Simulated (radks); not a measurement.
Coulomb parameter of the 3d shell of the copper ion Cu2+ in the model configuration [Ar] 3d8 4p1, as a second difference U = [E(n + 0.5) + E(n - 0.5) - 2 E(n)] / (0.5)^2 with all orbitals relaxed. "Bare": the charge of the atom changes with n. "Screened": the 4p shell takes up the change at fixed total charge, which measures U(3d,3d) + U(4p,4p) - 2 U(3d,4p). Method: Dirac Kohn-Sham, PBE, spin-unpolarised, spherical densities, point nucleus; open shells are shared between the two j in proportion to 2j + 1; computed with a radial shooting solver on a logarithmic mesh with Libxc functionals.

| case | configuration | E - E(n) (eV) |
|---|---|---|
| start | [Ar] 3d8 4p1 | 0.000 |
| bare +0.5 | [Ar] 3d8.5 4p1 | -16.661 |
| bare -0.5 | [Ar] 3d7.5 4p1 | 21.415 |
| screened +0.5 | [Ar] 3d8.5 4p0.5 | -9.268 |
| screened -0.5 | [Ar] 3d7.5 4p1.5 | 10.842 |

U(bare) = 19.018 eV, U(screened by 4p) = 6.299 eV.
